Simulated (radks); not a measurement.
Values are calculated unless marked as measured or tabulated.
Neutral lanthanum, configuration [Xe] 5d1 6s2 (the NIST ground configuration). Level of theory: scalar-relativistic Kohn-Sham, exchange-only r2SCAN, spin-polarised, spherical densities, finite nucleus; open shells are filled with parallel spins first (spin-orbit coupling, left out, can overturn this in heavy ions); meta-GGA in the generalised Kohn-Sham scheme; Fermi nuclear charge, rms radius 4.855 fm (a radial shooting solver on a logarithmic mesh with Libxc functionals).

Local quantities along the radius. ELF = 1/(1 + alpha^2) is the electron localisation function; alpha = (tau - tau_W)/tau_unif compares the Pauli kinetic energy density with that of the uniform gas (summed over spins); s = |grad rho|/(2 (3 pi^2)^(1/3) rho^(4/3)) is the reduced gradient; -r V(r) is the screened charge that the Kohn-Sham potential of spin up presents (atomic units); r v_xc is r times the local exchange-correlation potential of spin up (hartree bohr, multiplicative part alone). tau is taken from the large components.

| r (bohr) | ELF | alpha | s | -r V(r) | r v_xc |
|---|---|---|---|---|---|
| 0.001216 | 0.999 | 0.02396 | 0.7340 | 56.69 | -0.1221 |
| 0.001661 | 0.999 | 0.02479 | 0.6464 | 56.55 | -0.1456 |
| 0.002288 | 0.999 | 0.02672 | 0.5852 | 56.36 | -0.1783 |
| 0.003125 | 0.999 | 0.03018 | 0.5482 | 56.10 | -0.2199 |
| 0.004304 | 0.999 | 0.03642 | 0.5303 | 55.75 | -0.2737 |
| 0.005927 | 0.998 | 0.04770 | 0.5315 | 55.27 | -0.3393 |
| 0.008097 | 0.995 | 0.06870 | 0.5517 | 54.63 | -0.4137 |
| 0.01115 | 0.987 | 0.1142 | 0.5942 | 53.77 | -0.4990 |
| 0.01523 | 0.954 | 0.2194 | 0.6563 | 52.67 | -0.5906 |
| 0.02098 | 0.801 | 0.4984 | 0.7192 | 51.21 | -0.6606 |
| 0.02866 | 0.459 | 1.087 | 0.6827 | 49.25 | -0.5705 |
| 0.03947 | 0.327 | 1.433 | 0.4379 | 46.98 | -0.7045 |
| 0.05436 | 0.558 | 0.8901 | 0.2805 | 44.19 | -0.8894 |
| 0.07426 | 0.746 | 0.5830 | 0.3628 | 40.89 | -1.055 |
| 0.1023 | 0.602 | 0.8126 | 0.5008 | 36.88 | -1.068 |
| 0.1397 | 0.329 | 1.429 | 0.3767 | 32.45 | -0.9834 |
| 0.1924 | 0.589 | 0.8354 | 0.2215 | 27.93 | -1.355 |
| 0.2649 | 0.756 | 0.5684 | 0.4487 | 23.12 | -1.435 |
| 0.362 | 0.328 | 1.431 | 0.6870 | 18.34 | -0.9764 |
| 0.4985 | 0.397 | 1.232 | 0.1767 | 14.30 | -1.262 |
| 0.681 | 0.769 | 0.5477 | 0.3909 | 10.62 | -1.520 |
| 0.9378 | 0.447 | 1.113 | 0.7281 | 7.163 | -1.105 |
| 1.291 | 0.340 | 1.392 | 0.4985 | 4.988 | -1.151 |
| 1.764 | 0.748 | 0.5799 | 0.6233 | 3.424 | -1.212 |
| 2.43 | 0.431 | 1.148 | 1.096 | 1.967 | -0.7784 |
| 3.319 | 0.146 | 2.416 | 0.9986 | 1.353 | -0.7458 |
| 4.571 | 0.632 | 0.7629 | 0.9990 | 1.109 | -0.8799 |
| 6.245 | 0.834 | 0.4461 | 1.906 | 0.6825 | -0.6291 |
| 8.6 | 0.668 | 0.7050 | 4.631 | 0.009226 | -0.003484 |
| 11.84 | 0.105 | 2.912 | 14.95 | 0.01406 | -0.01382 |

On this mesh the ELF has minima near r = 0.039, 0.14, 0.42, 1.1, 3.3 bohr, which separate the shells, and maxima near 0.074 (0.75), 0.26 (0.76), 0.68 (0.77), 1.8 (0.75), 6.2 (0.83).
